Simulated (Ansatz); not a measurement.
```yaml
crystal:
  periodic: [false, false, false]
  atoms:
    - {symbol: C, position_ang: [0.186704, 1.471330, 0.411497]}
    - {symbol: C, position_ang: [-0.641383, -0.740798, 1.432108]}
    - {symbol: C, position_ang: [-0.641383, -0.740798, 1.132108]}
    - {symbol: In, position_ang: [0.615114, -0.504172, -1.802346]}
    - {symbol: H, position_ang: [0.641468, 2.158971, -0.295563]}
    - {symbol: H, position_ang: [-0.102902, 1.899967, 1.372879]}
    - {symbol: H, position_ang: [-1.556450, -1.191384, 0.735051]}
    - {symbol: H, position_ang: [-0.895491, -0.221090, 2.062409]}
    - {symbol: H, position_ang: [0.023975, -1.573709, 1.380257]}
    - {symbol: H, position_ang: [1.326605, 0.671131, -2.849878]}
    - {symbol: H, position_ang: [0.413502, -2.152016, -2.281189]}
basis:
  gaussian: {orbitals: def2-TZVP}
hamiltonian: {xc: {name: B2GP-PLYP}}
```

```sh
$ ansatz run in.yaml --threads 4 --pin off --events-out ev --progress --plain --max-ram 10444MiB
```

It prints (some lines left out):

```
Functional definition: B2GP-PLYP
1414 factors; integrals over basis functions are off by at most 1.0e-3 eV
mean field evaluation 1: about -7905.0352 eV, gradient 9.5e1 eV
mean field evaluation 2: about -7905.3940 eV, gradient 9.5e1 eV
mean field evaluation 4: about -7915.8341 eV, gradient 5.0e1 eV
mean field evaluation 8: about -7927.2363 eV, gradient 2.7e0 eV
mean field evaluation 16: about -7927.3747 eV, gradient 1.3e0 eV
mean field evaluation 32: about -7927.3875 eV, gradient 3.7e-4 eV
a density is far from that of the atoms, so the factors are made again for it
1482 factors; integrals over basis functions are off by at most 1.0e-3 eV
mean field -7927.46864818 eV, -291.3290993895 hartree, gradient 3.0e-6 eV, S^2 0.000000; 5 other end points of the search recorded, 0 dependent functions left out; unrestricted orbitals would lower it
7 core orbitals not correlated: weight in the atoms' cores, before any rotation towards them, 0.992 or more for the frozen orbitals, at most 0.003 for the correlated occupied ones
reference -7927.46879691 eV, -291.3291048550 hartree; 16, 16 occupied and 162, 162 virtual orbitals, 1482 factors
second order -24.34391153 eV of doubles, -0.00000000 eV of singles
Total energy: -7936.23260506 eV, -291.6511688643 hartree
```

(1) What is wrong with this run?

Results:

(1) One atom was put on top of another. Self-consistency was reached. The result belongs to that input, not to the molecule as meant.
